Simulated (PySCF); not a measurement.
## How methods differ on the excitation energy of V

V [Ar] 3d3 4s2 (4F) → V [Ar] 3d4 4s1 (6D), as a difference of total energies. All numbers are calculated (PySCF 2.14, no relativity, point nucleus, in dyall-av2z (16s12p7d2f, 101 functions)). Correlated levels: valence: [Ar] frozen; virtual orbitals above 40 to 60 times the deepest correlated orbital energy dropped. The calculations carry no spin-orbit coupling.

```json
{"method": "UHF", "excitation energy (cm⁻¹)": "1759.9"}
{"method": "MP2 (valence)", "excitation energy (cm⁻¹)": "1611.6"}
{"method": "SCS-MP2 (valence)", "excitation energy (cm⁻¹)": "7602.6"}
{"method": "CCSD (valence)", "excitation energy (cm⁻¹)": "2953.8"}
{"method": "CCSD(T) (valence)", "excitation energy (cm⁻¹)": "3037.2"}
```

Problem. How much does correlation contribute at CCSD(T) (valence)?

Solution. 3037.2 − (1759.9) = 1277.3 cm⁻¹, measured against UHF.

These non-relativistic numbers lack the scalar-relativistic shift.

Errors of the correlated levels include the incompleteness of this basis and the frozen core.

For comparison: 1977.3 cm⁻¹ (measured; NIST levels, between the centres of gravity of the two terms).
